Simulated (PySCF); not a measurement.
Constitutional and geometric isomers with formula C2H5N. Gas-phase values, no solvent. One relaxed conformer stands for each flexible species; it need not be the lowest. Strings in code marks are SMILES.

These are ωB97X-D3(BJ)/def2-TZVP // PBE0-D3(BJ)/def2-TZVP (PySCF) values and carry that method's errors. All candidates: neutral, multiplicity 1. Delta-SCF ions had no search for a lower state. Excitations are Tamm–Dancoff values on a coarser integration grid. The basis has no diffuse functions, so Rydberg states are missing or too high.

```
Quantity                                   Value
--------------------------------------  --------
HOMO–LUMO gap                           11.39 eV
vertical ionisation energy (Delta-SCF)   8.45 eV
S1 excitation (TDA)                      6.26 eV
```

Question: Name which member has these values.
A. `[H]/N=C/C`
B. `C=CN`
C. `C=NC`

Answer: B, `C=CN`. The others give `C=NC`: 11.92 eV, 9.92 eV, 5.18 eV; `[H]/N=C/C`: 12.50 eV, 10.25 eV, 5.66 eV
